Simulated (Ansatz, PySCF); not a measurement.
Gas-phase reaction (SMILES): [SiH3]c1ccc[nH]1 [1H-pyrrol-2-ylsilane] + 5 C (CH4) + N (NH3) → 2 C=C (C2H4) [ethene] + CC (C2H6) [ethane] + 2 CN (CH5N) + C[SiH3] [methylsilane]; bond separation energy.

Each molecule is optimised on its own at B3LYP-D3(BJ)/def2-TZVP (Ansatz, a first-principles code). Cores are frozen in the correlated levels unless marked. Spin-orbit coupling is left out. Non-relativistic. CBS marks a two-point X^-3 extrapolation of the correlation energy; Hartree-Fock from the larger set. The bracket is a focal-point correction in the basis named. Thermal terms are rigid-rotor harmonic-oscillator values from B3LYP-D3(BJ) frequencies (Ansatz or PySCF) at 298.15 K and 1 atm. 1 Eh = 627.5095 kcal/mol.

| species | E, RI-MP2/CBS(cc-pV(T+d)Z,cc-pV(Q+d)Z)+[CCSD(T)-MP2]/cc-pV(T+d)Z (Ansatz) (Eh) | E, wB97X-V/def2-TZVPD (Ansatz) (Eh) | H - E (Eh) |
|---|---|---|---|
| [SiH3]c1ccc[nH]1 | -500.18171 | -500.84834 | 0.10495 |
| C (CH4) | -40.46125 | -40.51531 | 0.04840 |
| C=C (C2H4) | -78.47961 | -78.58890 | 0.05494 |
| CC (C2H6) | -79.71807 | -79.82947 | 0.07887 |
| CN (CH5N) | -95.75026 | -95.86394 | 0.06816 |
| C[SiH3] | -330.73641 | -331.17157 | 0.06602 |
| N (NH3) | -56.50668 | -56.56167 | 0.03799 |

Problem. Work out ΔE and ΔH at 298.15 K at the first level, then ΔH at the second.

Solution. 
1. ΔE = [2×(-78.47961) + (-79.71807) + 2×(-95.75026) + (-330.73641)] - [(-500.18171) + 5×(-40.46125) + (-56.50668)] = 0.08042 Eh = 50.5 kcal/mol at RI-MP2/CBS(cc-pV(T+d)Z,cc-pV(Q+d)Z)+[CCSD(T)-MP2]/cc-pV(T+d)Z.
2. The terms H - E add up to 0.00615 Eh, so ΔH = (0.08042 + (0.00615))×627.5095 = 54.3 kcal/mol.
3. At wB97X-V/def2-TZVPD the same steps give ΔE = 50.1 and ΔH = 54.0 kcal/mol, a shift of -0.3 from the first level.
4. These values are not checked against measurement here, since the tables used lack a sound gas-phase enthalpy of formation for at least one species.
